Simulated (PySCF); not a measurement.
CrO2Cl, SMILES [O]=[Cr+]([Cl])=[O], charge +1, multiplicity 1. Coordinates come from a B3LYP-D3(BJ)/def2-SVP optimisation. The multiplicity is an assumed one; other spin states were not compared. The isomer is the one that the SMILES or the coordinates give; other isomers of the formula were not compared.

Level of theory: B3LYP-D3(BJ)/def2-SVP (PySCF 2.14.0).

Harmonic wavenumbers (cm⁻¹): 243, 249, 423, 522, 1147, 1162. Rotational constants (GHz): 8.881, 3.461, 2.710; symmetry number 1.

Q: Work out the zero-point energy and the ideal-gas rigid-rotor harmonic-oscillator thermochemistry at 298.15 K and 1 atm.

A: ZPE = ½ Σ hcν = ½ × 3747 cm⁻¹ = 5.36 kcal/mol. H − E(el) = 8.68 kcal/mol. Entropy in cal/(mol K): translation 40.25, rotation 25.76, vibration 5.10, total 71.11. G − E(el) = -12.52 kcal/mol. Cp = 14.58 cal/(mol K).
